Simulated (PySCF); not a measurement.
WH6, SMILES [WH6], multiplicity 1.

Geometry: B3LYP-D3(BJ)/def2-TZVP. A frequency run showed that this geometry is not a minimum. The multiplicity is an assumed one; other spin states were not compared. The def2 effective core potentials stand for the cores of W; spin–orbit coupling is left out.

Computed with PySCF with B3LYP/def2-TZVPD.

Symmetry labels are those of the subgroup D2h that the program uses (full group Oh).

Task: List the valence orbital energies around the gap with their symmetry. (Estimate from the structure and the level; the computed values follow.)

Result: 
```tsv
orbital	symmetry	energy (eV)
HOMO−7	B2u	-49.69
HOMO−6	B3u	-49.69
HOMO−5	Ag	-12.91
HOMO−4	Ag	-12.59
HOMO−3	Ag	-12.59
HOMO−2	B1u	-8.66
HOMO−1	B2u	-8.66
HOMO	B3u	-8.66
LUMO	B1g	-7.19
LUMO+1	B2g	-7.19
LUMO+2	B3g	-7.19
LUMO+3	Ag	-0.70
```
